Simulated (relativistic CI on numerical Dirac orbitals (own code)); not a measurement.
**Sensitivity of the levels of Ho XII to α and to the nuclear radius**

Method of calculation: Dirac-Coulomb-Breit CI, orbitals from a KLI potential per configuration, derivatives by finite differences, unscaled Slater integrals, QED left out (own radial code, finite nucleus).

CI space (outside the closed core [Kr] 4d10): 4f8.5s2, 4f10, 4f9.5s. The list is cut by size and lacks configurations that can hold low levels.

With x = (α/α₀)² − 1 an excitation energy changes as ω = ω₀ + qx; K = 2q/ω₀ is the relative enhancement. Terms are leading LS components, so labels can repeat. The field-shift factor is F = δν/δ⟨r²⟩ for the transition from the lowest level.

Lowest level 4f8.5s2 7F_6.

| Level | ω₀ (cm⁻¹) | q (cm⁻¹) | F (GHz/fm²) |
| --- | --- | --- | --- |
| 4f8.5s2 7F_5 | 2978.3 | 3078 | 0.157 |
| 4f8.5s2 7F_4 | 4838.5 | 4250 | 0.228 |
| 4f8.5s2 7F_3 | 6286.7 | 5468 | 0.294 |
| 4f8.5s2 7F_2 | 7310.7 | 6259 | 0.339 |
| 4f8.5s2 7F_1 | 7987.9 | 6837 | 0.37 |
| 4f8.5s2 7F_0 | 8319.9 | 7109 | 0.385 |
| 4f8.5s2 5D_4 | 29165.1 | -2404 | 0.379 |
| 4f8.5s2 5L_10 | 36780.3 | -602.5 | 0.578 |
| 4f8.5s2 5D_3 | 37543.7 | 5819 | 0.804 |
| 4f8.5s2 5G_6 | 38295.5 | -2834 | 0.504 |
| 4f8.5s2 5L_9 | 39000.2 | 1790 | 0.696 |
| 4f8.5s2 5G_5 | 40162.1 | 232.7 | 0.644 |
| 4f8.5s2 5L_8 | 40261.7 | 2490 | 0.74 |

At this charge energies of transitions that change n are usually good to better than 1 %, and those within a shell (Δn = 0) to a few per cent. Terms inside the open d or f shell come out 10 to 20 % too wide with unscaled integrals. Levels and lines within the n = 5 or 6 shells can be off by up to 10 % or somewhat more, and those that change n by about 2 %, since core polarisation is missing.

Which transition from the lowest level has the largest |K|?

4f8.5s2 7F_5 at 2978.3 cm⁻¹, K = 2.07.
